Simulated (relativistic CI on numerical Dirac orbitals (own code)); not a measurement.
# Energy levels of Sc V

Calculated at this level of theory: Dirac-Coulomb-Breit CI, orbitals from a KLI potential per configuration, a model potential for QED, valence Slater integrals scaled by 0.85, P86 correlation estimate, and configurations built on the next ion tied to the tabulated ionisation energy (semi-empirical) (own radial code, finite nucleus).

Configuration list (outside the closed core [Ne]): 3s²3p⁵, 3s²3p⁴3d, 3s²3p⁴4s, 3s²3p⁴4p, 3s²3p⁴4d, 3s²3p⁴5s, 3s²3p⁴4f, 3s3p⁶, 3s²3p³3d², 3s3p⁵3d, 3p⁵3d², 3p⁶3d, 3s3p⁴3d², 3s²3p⁴5p, 3s²3p⁴5d, 3s3p⁵4s, 3s²3p⁴5f, 3s²3p⁴5g, 3s3p⁵4p, 3s²3p³3d4s, 3s3p⁵4d, 3s3p⁵5s, 3s²3p³3d4p, 3s3p⁵4f. Levels of other configurations are missing.

```
No.     Configuration  Term     J  E (cm⁻¹)    %  Next component (%)  Lifetime (s)
 41          3s3p⁵3d‡   ⁴P°   5/2    428476   79    18 3s²3p³3d² ⁴P°      5.10e-10
 42         3p⁴(3P)4p   ⁴P°   5/2    439809   91               5 ⁴D°      2.10e-10
 43         3p⁴(3P)4p   ⁴P°   3/2    440351   89               3 ²P°      2.06e-10
 44         3p⁴(3P)4p   ⁴P°   1/2    441524   93               3 ²P°      2.05e-10
 45         3p⁴(1S)4s    ²S   1/2    442294   97     1 3s²3p³3d4p ²S      1.40e-10
 46         3p⁴(3P)4p   ⁴D°   7/2    444328   96       1 3s3p⁵3d ⁴D°      1.64e-10
 47         3p⁴(3P)4p   ⁴D°   5/2    445422   69              25 ²D°      1.78e-10
 48          3s3p⁵3d‡   ⁴F°   9/2    446752   84    16 3s²3p³3d² ⁴F°      4.05e-10
 49         3p⁴(3P)4p   ⁴D°   3/2    446891   88               6 ²D°      1.68e-10
 50         3p⁴(3P)4p   ⁴D°   1/2    447517   96       2 3s3p⁵3d ⁴D°      1.64e-10
 51          3s3p⁵3d‡   ⁴F°   7/2    447796   83    16 3s²3p³3d² ⁴F°      4.06e-10
 52         3p⁴(3P)4p   ²P°   1/2    448471   87               8 ²S°      2.32e-10
 53         3p⁴(3P)4p   ²D°   5/2    448608   42      36 3s3p⁵3d ⁴F°      2.66e-10
 54          3s3p⁵3d‡   ⁴F°   5/2    448828   46     31 3s²3p⁴4p ²D°      2.87e-10
 55          3s3p⁵3d‡   ⁴F°   3/2    449462   56     23 3s²3p⁴4p ²P°      3.26e-10
 56         3p⁴(3P)4p   ²P°   3/2    449523   50      27 3s3p⁵3d ⁴F°      2.66e-10
 57         3p⁴(3P)4p   ²D°   3/2    451581   72              22 ²P°      2.29e-10
 58         3p⁴(3P)4p   ²S°   1/2    454576   91               8 ²P°      2.54e-10
 59         3p⁴(3P)4p   ⁴S°   3/2    454743   97               2 ⁴P°      1.59e-10
 60          3s3p⁵3d‡   ⁴D°   7/2    462400   78    19 3s²3p³3d² ⁴D°      5.59e-10
 61          3s3p⁵3d‡   ⁴D°   5/2    462888   77    19 3s²3p³3d² ⁴D°      5.67e-10
 62          3s3p⁵3d‡   ⁴D°   3/2    463072   77    19 3s²3p³3d² ⁴D°      5.79e-10
 63          3s3p⁵3d‡   ⁴D°   1/2    463107   78    19 3s²3p³3d² ⁴D°      5.85e-10
 64         3p⁴(1D)4p   ²F°   5/2    463228   89       7 3s3p⁵3d ²F°      2.01e-10
 65         3p⁴(1D)4p   ²F°   7/2    463498   79      15 3s3p⁵3d ²F°      2.26e-10
 66          3s3p⁵3d‡   ²F°   7/2    469399   60    20 3s²3p³3d² ²F°      5.19e-10
 67         3p⁴(1D)4p   ²D°   5/2    470245   34      30 3s3p⁵3d ²D°      3.21e-10
 68         3p⁴(1D)4p   ²D°   3/2    470509   76      15 3s3p⁵3d ²D°      1.99e-10
 69          3s3p⁵3d‡   ²F°   5/2    471438   42     40 3s²3p⁴4p ²D°      3.36e-10
 70         3p⁴(1D)4p   ²P°   3/2    473877   55      31 3s3p⁵3d ²D°      2.66e-10
 71         3p⁴(1D)4p   ²P°   3/2    474114   37      29 3s3p⁵3d ²D°      2.44e-10
 72          3s3p⁵3d‡   ²D°   5/2    474202   47     25 3s²3p⁴4p ²D°      3.70e-10
 73         3p⁴(1D)4p   ²P°   1/2    476160   93       3 3s3p⁵3d ²P°      1.81e-10
 74          3s3p⁵3d‡   ²P°   1/2    484177   59    34 3s²3p³3d² ²P°      2.26e-10
 75          3s3p⁵3d‡   ²P°   3/2    485800   60    35 3s²3p³3d² ²P°      2.39e-10
 76  3p³(4S°)3d²(3F)‡   ⁶F°   1/2    494449  100                          5.26e-08
 77  3p³(4S°)3d²(3F)‡   ⁶F°   3/2    494473  100                          5.94e-08
 78  3p³(4S°)3d²(3F)‡   ⁶F°   5/2    494514  100                          7.31e-08
 79  3p³(4S°)3d²(3F)‡   ⁶F°   7/2    494577  100                          1.01e-07
 80  3p³(4S°)3d²(3F)‡   ⁶F°   9/2    494664  100                          1.72e-07
 81  3p³(4S°)3d²(3F)‡   ⁶F°  11/2    494776  100                          6.34e-07
 82         3p⁴(1S)4p   ²P°   1/2    496707   98                          1.90e-10
 83         3p⁴(1S)4p   ²P°   3/2    497159   98                          1.82e-10
 84          3s3p⁵3d‡   ²F°   5/2    500121   57    41 3s²3p³3d² ²F°      1.93e-10
 85          3s3p⁵3d‡   ²F°   7/2    501008   57    41 3s²3p³3d² ²F°      1.90e-10
 86  3p³(4S°)3d²(3P)‡   ⁶P°   3/2    508138  100                          5.85e-08
 87  3p³(4S°)3d²(3P)‡   ⁶P°   5/2    508183  100                          4.63e-08
 88  3p³(4S°)3d²(3P)‡   ⁶P°   7/2    508228  100                          4.06e-08
 89          3s3p⁵3d‡   ²D°   3/2    514442   57    41 3s²3p³3d² ²D°      1.61e-10
 90          3s3p⁵3d‡   ²D°   5/2    514656   57    41 3s²3p³3d² ²D°      1.60e-10
 91         3p⁴(3P)4d    ⁴D   7/2    517715   92                6 ⁴F      4.02e-10
 92         3p⁴(3P)4d    ⁴D   5/2    517984   90                4 ⁴F      3.97e-10
 93         3p⁴(3P)4d    ⁴D   3/2    518490   90                5 ⁴P      3.96e-10
 94         3p⁴(3P)4d    ⁴D   1/2    519062   92                3 ²P      3.96e-10
 95         3p⁴(3P)4d    ⁴F   9/2    521092   98                1 ²G      3.97e-10
 96         3p⁴(3P)4d    ²F   7/2    521933   49               48 ⁴F      4.03e-10
 97  3p³(4S°)3d²(1D)‡   ⁴D°   7/2    522434   97      1 3s²3p⁴4f ⁴D°      4.11e-10
 98  3p³(4S°)3d²(1D)‡   ⁴D°   5/2    522763   96      1 3s²3p⁴4f ⁴D°      4.04e-10
 99  3p³(4S°)3d²(1D)‡   ⁴D°   3/2    523024   96      1 3s²3p⁴4f ⁴D°      4.01e-10
100  3p³(4S°)3d²(1D)‡   ⁴D°   1/2    523240   97      2 3s²3p⁴4f ⁴D°      3.98e-10
101         3p⁴(3P)4d    ⁴F   5/2    523315   51               23 ²F      4.06e-10
102         3p⁴(3P)4d    ⁴P   1/2    523656   93                2 ⁴D      3.74e-10
103         3p⁴(3P)4d    ⁴P   3/2    524083   38               30 ⁴F      4.01e-10
104         3p⁴(3P)4d    ²F   7/2    524274   48               45 ⁴F      4.09e-10
105         3p⁴(3P)4d    ⁴F   3/2    524909   52               40 ⁴P      3.86e-10
106         3p⁴(3P)4d    ⁴F   5/2    525136   42               28 ²D      4.11e-10
107         3p⁴(3P)4d    ²D   3/2    525930   57               15 ⁴P      4.18e-10
108         3p⁴(3P)4d    ⁴P   5/2    526080   62               33 ²F      3.95e-10
109  3p³(2D°)3d²(3P)‡   ⁴P°   1/2    526223   99                          8.14e-09
110         3p⁴(3P)4d    ²P   1/2    526392   93                4 ⁴D      4.02e-10
```

Energies count from the lowest computed level; ° marks odd parity; lifetimes are radiative, by E1, M1, E2 decay to levels of this space only. Percentages are summed over parent terms; the parents shown are those of the largest component, closed shells are left out there. ‡ marks configurations that were not tied to measured data.

The mean weight of the leading LS term, summed over parents, in these 70 levels is 77 %, and that of the leading jj configuration (from the same eigenvectors) 44 %, so LS coupling describes them better.

Configurations that consist of the next ion and one excited electron were tied to the tabulated ionisation energy; Rydberg ones are usually within 1,000 to 3,000 cm⁻¹ and the lowest ones within about 6,000 (9,000 in d shells), while levels on excited terms of the next ion carry the error of that term, and the other configurations can be misplaced by 10,000 cm⁻¹ or more. Rates follow the energies as ν³ (E1, M1) or ν⁵ (E2), so rates, branching and lifetimes can be off by large factors. 13 of the 13 excited levels that our extract of the measured tables holds in this range could be paired (the sources list more); they are missed by 4625 cm⁻¹ on average and 10363 at most, and levels without a partner can miss by more.
